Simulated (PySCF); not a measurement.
Hf(H)3(SH) (H4HfS), SMILES [SH][HfH3], multiplicity 1.

Geometry optimised at PBE-D3(BJ)/def2-TZVP. The multiplicity is an assumed one; other spin states were not compared. The def2 effective core potentials stand for the cores of Hf; spin–orbit coupling is left out.

The numbers are results of PySCF 2.14.0 with PBE-D3(BJ)/def2-TZVP, not measurements.

Frequencies are harmonic and unscaled.

| mode | ν (cm⁻¹) | IR (km/mol) | moving atoms (share of kinetic energy) |
|---|---|---|---|
| 1 | 121 | 0.0 | H 99 % |
| 2 | 260 | 24.9 | H 82 %, S 14 % |
| 3 | 341 | 25.7 | H 94 % |
| 4 | 350 | 24.6 | S 55 %, H 36 %, Hf 9 % |
| 5 | 498 | 14.1 | H 81 %, S 17 % |
| 6 | 556 | 189.0 | H 94 % |
| 7 | 636 | 60.8 | H 100 % |
| 8 | 649 | 63.2 | H 100 % |
| 9 | 1662 | 386.2 | H 99 % |
| 10 | 1668 | 373.3 | H 99 % |
| 11 | 1706 | 194.4 | H 100 % |
| 12 | 2532 | 5.2 | H 97 % |
